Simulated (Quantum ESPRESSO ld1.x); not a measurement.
The palladium ion Pd17+, configuration [Ar] 3d10 4s1. Calculated with ld1.x of Quantum ESPRESSO 7.5: scalar-relativistic Kohn-Sham, LDA (Slater exchange, VWN5 correlation), spin-polarised, spherical densities, point nucleus; open shells are filled with parallel spins first.

Unscreened Slater integrals over Kohn-Sham orbitals (hartree). They are taken over the spin-up orbitals.

\begin{tabular}{lr}
integral & value \\ \hline
F0(4s,4s) & 1.1018 \\
F0(4s,3d) & 1.3858 \\
G2(4s,3d) & 0.13104 \\
F0(4s,3p) & 1.3710 \\
G1(4s,3p) & 0.13226 \\
F0(4s,3s) & 1.3689 \\
G0(4s,3s) & 0.099279 \\
F0(3d,3d) & 2.6038 \\
F2(3d,3d) & 1.3011 \\
F4(3d,3d) & 0.83083 \\
F0(3d,3p) & 2.4823 \\
F2(3d,3p) & 1.2014 \\
G1(3d,3p) & 1.3768 \\
G3(3d,3p) & 0.88570 \\
F0(3d,3s) & 2.4706 \\
G2(3d,3s) & 1.0452 \\
F0(3p,3p) & 2.4106 \\
F2(3p,3p) & 1.2152 \\
F0(3p,3s) & 2.3991 \\
G1(3p,3s) & 1.5784 \\
F0(3s,3s) & 2.3919 \\
\end{tabular}
